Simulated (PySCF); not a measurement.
Species, as SMILES: FS(F)=O.
Geometry (B3LYP-D3(BJ)/def2-TZVP, fixed):
```
S
O 1 1.4239
F 1 1.6063 2 106.51
F 1 1.6063 2 106.51 3 98.37
```

Basis-set convergence of the mean static polarisability at HF with PySCF. All functions are spherical. Density fitting with generated auxiliary sets. No added dispersion term, no relativity. Reference: the value in aug-cc-pV(Q+d)Z, 24.28 bohr³, itself unsure by roughly 0.4 % (its mean distance from aug-pcseg-2, aug-cc-pV(T+d)Z). Deviations are taken from unrounded values. Cost is core time over that of 6-311++G(2d,2p), rough, on shared machines of one kind; a dash marks a row that isn't timed (too short, read off another run, short of memory, by another algorithm or on other hardware).

```
basis              functions  mean static polarisability (bohr³)  minus reference (%)  cost
-----------------  ---------  ----------------------------------  -------------------  ----
pcseg-0                   40                               15.78                -35.0     -
pcseg-1                   60                               18.88                -22.2     -
cc-pV(D+d)Z               65                               17.43                -28.2     -
6-31+G*                   76                               21.73                -10.5     -
6-311+G**                 96                               20.96                -13.7  0.5×
6-311++G(2d,2p)          116                               22.33                 -8.0    1×
pcseg-2                  124                               20.90                -13.9    2×
cc-pV(T+d)Z              129                               20.51                -15.5    2×
6-311++G(3df,3pd)        164                               23.59                 -2.9    3×
cc-pV(Q+d)Z              229                               22.48                 -7.4   10×
pcseg-3                  244                               23.46                 -3.4   10×
```

Of the sets listed that have larger relatives (same family, alike in diffuse functions), none stays within 2 % of the reference together with them.
